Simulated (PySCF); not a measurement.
# Which determinant of PSe lies lowest?

Unrestricted PBE0; basis P def2-SVP, Se def2-SVP; no relativity; PySCF 2.14. Outer shells of the fragments: P 3s2 3p3; Se 3d10 4s2 4p4.

Followed along the bond (rough minima from three points):

```csv
2Ms+1,unpaired,⟨S²⟩ at the start,R at minimum (Å),Te (eV)
2,π ↑,0.78,2.04,0.00
4,π ↑↑↑,3.76,none in the scan,≤ 1.71
6,"σ ↑, π ↑↑↑↑",8.75,none in the scan,≤ 5.76
```

Solutions found at the starting distance of 2.180 Å, counted from the lowest of them; the search is not exhaustive and high or unbound solutions are not listed, so other states can lie among these:

```json
{"2Ms+1": "2", "unpaired": "π ↑", "term": "²Π", "E (eV)": "0.00", "⟨S²⟩": "0.78", "⟨Lz²⟩": "1.00", "μ (D)": "-0.56"}
{"2Ms+1": "4", "unpaired": "π ↑↑↑", "term": "⁴Π", "E (eV)": "1.53", "⟨S²⟩": "3.76", "⟨Lz²⟩": "1.00", "μ (D)": "0.45"}
{"2Ms+1": "2", "unpaired": "π ↑↑↓", "term": "mixed", "E (eV)": "1.91", "⟨S²⟩": "1.76", "⟨Lz²⟩": "3.02", "μ (D)": "0.44"}
{"2Ms+1": "4", "unpaired": "σ ↑, π ↑↑", "term": "⁴Σ⁻", "E (eV)": "2.62", "⟨S²⟩": "3.76", "⟨Lz²⟩": "0.00", "μ (D)": "-0.83"}
{"2Ms+1": "2", "unpaired": "σ ↑, π ↑↓", "term": "mixed", "E (eV)": "3.21", "⟨S²⟩": "1.76", "⟨Lz²⟩": "2.01", "μ (D)": "-0.54"}
{"2Ms+1": "2", "unpaired": "σ ↓, π ↑↑", "term": "mixed", "E (eV)": "3.24", "⟨S²⟩": "1.77", "⟨Lz²⟩": "0.00", "μ (D)": "-0.57"}
{"2Ms+1": "2", "unpaired": "π ↑", "term": "mixed", "E (eV)": "3.33", "⟨S²⟩": "0.75", "⟨Lz²⟩": "3.01", "μ (D)": "0.46"}
{"2Ms+1": "4", "unpaired": "σ ↑, π ↑↑", "term": "mixed", "E (eV)": "5.34", "⟨S²⟩": "3.76", "⟨Lz²⟩": "2.01", "μ (D)": "0.13"}
{"2Ms+1": "4", "unpaired": "σ ↑, π ↑↑", "term": "mixed", "E (eV)": "5.69", "⟨S²⟩": "3.76", "⟨Lz²⟩": "2.01", "μ (D)": "1.42"}
{"2Ms+1": "2", "unpaired": "σ ↓, π ↑↑", "term": "mixed", "E (eV)": "5.87", "⟨S²⟩": "1.76", "⟨Lz²⟩": "2.01", "μ (D)": "0.07"}
```

A term symbol is given only where ⟨S²⟩ and ⟨Lz²⟩ are close to those of a pure state; real π, δ and φ orbitals otherwise mix terms. A positive dipole means P(−)Se(+).

Spin–orbit coupling is left out. Counting both spins, an empty level lies below a filled one in some of these solutions, because spin and occupation are held.
